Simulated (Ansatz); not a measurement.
Molecule: GeH3 (charge +1, singlet). 
Coordinates optimised at B3LYP-D3(BJ)/def2-TZVP (Ansatz, a quantum-chemistry and plane-wave program):
```xyz
4

Ge     0.0000     0.0000     0.0000
H     -0.8826    -1.2427    -0.0236
H     -0.6350     1.3859     0.0016
H      1.5175    -0.1432     0.0219
```
Charge +1, spin multiplicity 1.

Parts of the frozen-core correlation energy in STO-3G (Ansatz, hartree). Frozen orbitals: 14; correlated occupied orbitals by spin: 3 and 3; virtual: 4 and 4. No spin-orbit coupling. Non-relativistic.

| term | value |
|---|---|
| reference (HF) | -2053.24817 |
| MP2 opposite-spin | (withheld) |
| MP2 same-spin | (withheld) |
| CCSD correlation | (withheld) |
| (T) | -0.00043 |
| FCI minus CCSD(T) | -0.00028 |
| T1 diagnostic | 0.003 |
| largest doubles amplitude | 0.064 |

Fill in the missing entries.


- MP2 opposite-spin, value: -0.03335
- MP2 same-spin, value: -0.00029
- CCSD correlation, value: -0.05086
